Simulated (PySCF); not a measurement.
Species: C₈H₁₈BN.
Cartesian coordinates in Å at the PBE0-D3(BJ)/def2-SVP level; atoms count from 1:
```xyz
28
C8H18BN angstrom
C     -2.315    0.839    0.377
C     -1.711   -0.097   -0.369
C     -2.316   -1.460   -0.532
C     -0.386    0.064   -1.060
B      0.762   -0.847   -0.286
N      1.997    0.239   -0.123
C      2.802   -0.019    1.075
C      2.863    0.204   -1.312
C      1.273    1.534   -0.031
C      0.189    1.489   -1.092
H     -1.900    1.840    0.527
H     -3.260    0.627    0.884
H     -2.504   -1.678   -1.597
H     -1.617   -2.232   -0.171
H     -3.264   -1.562    0.016
H     -0.515   -0.299   -2.095
H      1.213   -1.812   -0.893
H      0.438   -1.131    0.861
H      2.154    0.021    1.958
H      3.612    0.724    1.167
H      3.235   -1.026    1.006
H      3.612    1.013   -1.269
H      3.367   -0.769   -1.354
H      2.257    0.313   -2.218
H      1.981    2.376   -0.120
H      0.817    1.564    0.970
H     -0.562    2.272   -0.908
H      0.618    1.716   -2.081
```

Computed with PySCF at PBE0/pcSseg-1, non-relativistic, on one gas-phase PBE0-D3(BJ)/def2-SVP geometry that isn't relaxed in the solvent. The solvent is an IEF-PCM continuum (cavity from Bondi-type radii × 1.2). Specific hydrogen bonds and non-electrostatic terms are outside this model.

```csv
run,E − E(gas) (kcal/mol),HOMO (eV),HOMO–LUMO gap (eV),dipole (D)
gas,0.00,-6.11,7.02,4.85
P,-7.80,-6.47,7.33,6.31
Q,-3.37,-6.25,7.32,5.47
```

Question: The runs were made in benzene and dimethylsulfoxide. Which run belongs to which solvent?

Answer: P = dimethylsulfoxide, Q = benzene. The dielectric constants are 2.271 (benzene), 46.83 (dimethylsulfoxide), and the energy falls further as ε rises. In this model the ground state sees the solvent through ε alone.

Question: How constant is the ratio of the lowering to (ε − 1)/(2ε + 1)?

Answer: 
```
          solvent  (ε − 1)/(2ε + 1)  E − E(gas) (kcal/mol)  ratio (kcal/mol)  polarisation term (kcal/mol)
          benzene             0.229                  -3.37             -14.7                         -3.64
dimethylsulfoxide             0.484                  -7.80             -16.1                         -9.43
```

The ratio changes by +9.8 % in size from benzene to dimethylsulfoxide. The polarisation term is half the interaction of the solute with the induced surface charges.
